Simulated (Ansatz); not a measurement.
Molecule: C$_{3}$H$_{6}$F, net charge 0, doublet state. SMILES: C(F)C[CH2]
Geometry from a B3LYP-D3(BJ)/def2-TZVP (Ansatz, an electronic-structure program) optimisation:
```
C
H 1 1.0955
H 1 1.1019 2 105.58
C 1 1.4845 2 110.78 3 -119.84
H 4 1.0805 1 120.77 2 33.17
H 4 1.0807 5 118.38 1 -170.75
C 1 1.5172 2 108.04 3 114.90
H 7 1.0921 1 111.28 2 -56.14
H 7 1.0922 8 109.57 1 -123.69
F 7 1.3990 8 107.25 9 -115.98
```
Charge 0, spin multiplicity 2.

Wanted: atomisation energy, in kcal/mol. Set-up: atomisation electronic, to ground-state atoms; non-relativistic; dispersion terms only where a functional's name holds one; frozen cores in correlated levels; 6-31G* and kin with 6d, 5d where marked; UHF or UKS for open shells; spin-orbit terms left out. CBS marks a two-point X^-3 extrapolation of the correlation energy; Hartree-Fock from the larger set. The bracket is a focal-point correction in the basis named. First-principles rows: single points at B3LYP-D3(BJ) geometries (Ansatz).

| species | coefficient | E at PBE/6-31G* (Ansatz), Eh | E at wB97X-V/def2-TZVPD (Ansatz), Eh |
|---|---|---|---|
| [CH2]CCF | -1 | -217.42688 | -217.72244 |
| C atom | +3 | -37.78288 | -37.84665 |
| F atom | +1 | -99.61359 | -99.73522 |
| H atom | +6 | -0.49743 | -0.50049 |

Coupled cluster (Ansatz) is a level with limits of its own, used here on species with T1 under 0.025 (0.045 for open shells) and stable references: RI-MP2/CBS(cc-pVTZ,cc-pVQZ)+[CCSD(T)-MP2]/cc-pVTZ. Value to compare with, RI-MP2/CBS(cc-pVTZ,cc-pVQZ)+[CCSD(T)-MP2]/cc-pVTZ (Ansatz): 905.2 kcal/mol. 1 Eh = 627.5095 kcal/mol.

Problem. Compute it at each level from the table, and compare with RI-MP2/CBS(cc-pVTZ,cc-pVQZ)+[CCSD(T)-MP2]/cc-pVTZ (Ansatz).

Solution. 
- PBE/6-31G*: the sum of coefficient times E is 1.48007 Eh, or 928.76 kcal/mol. Result: 928.8 kcal/mol. Its difference against RI-MP2/CBS(cc-pVTZ,cc-pVQZ)+[CCSD(T)-MP2]/cc-pVTZ (Ansatz) is 23.6 kcal/mol.
- wB97X-V/def2-TZVPD: the sum of coefficient times E is 1.44433 Eh, or 906.33 kcal/mol. Result: 906.3 kcal/mol. Its difference against RI-MP2/CBS(cc-pVTZ,cc-pVQZ)+[CCSD(T)-MP2]/cc-pVTZ (Ansatz) is 1.1 kcal/mol.
